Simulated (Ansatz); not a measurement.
Consider the atomization: `[NH2][Ga]([F])[F]` → 2 F• + Ga• + 2 H• + N•.

Computed with Ansatz on PBE0-D4/def2-TZVP structures; ΔE is electronic, products minus reactants. CCSD(T)/CBS is the MP2 limit (def2-TZVPP, def2-QZVPP) plus CCSD(T) − MP2 in def2-TZVPP, frozen cores. This one scheme is used for every species, atoms too. DFT in def2-TZVPP. No spin–orbit coupling; open shells (•) take unrestricted orbitals. Spin–orbit coupling would lower the free atoms: a little for F; clearly for Ga. Bonds to Ga are less sure, by a few kJ/mol each and by 10 to 20 or more in all where they break to atoms, as the def2 sets lack core-valence functions. Scalar relativity is left out up to krypton. One conformer a species, not always the lowest.

| level | ΔE (kJ/mol) |
| --- | --- |
| B97M-V | 2028.6 |
| PBE | 2074.1 |

(1) What does CCSD(T)/CBS give? (Estimate.)

Largest T1 diagnostic among the species: 0.014.

## Answers

(1) The calculation gave: +2058.7 kJ/mol. The listed levels differ from it by -30.1, 15.4 kJ/mol.

The D4 term adds +14.1 kJ/mol with B3LYP and +7.3 kJ/mol with PBE0; it sums over pairs of atoms, weighted by their polarisabilities, and B3LYP, whose exchange is more repulsive, gets the larger term. In def2-TZVPP, CCSD(T) changes the Hartree–Fock value by +628.9 kJ/mol (the triples alone add +39.4 kJ/mol) and MP2 by +712.8 kJ/mol; breaking electron pairs costs correlation energy, which Hartree–Fock lacks. From BLYP to BHLYP (50 % exact exchange), in def2-TZVPP and without D4, ΔE moves by −105.5 kJ/mol: exact exchange takes away binding that semilocal exchange gives to molecules.

B3LYP here is the variant with VWN-RPA as its local correlation; programs differ in this.

For atomizations the MP2-based limit and the directly extrapolated one differ by several kJ/mol either way, and by 10 to 25 for some Ge, Se and Sn compounds, so smaller differences from it don't rank the levels.
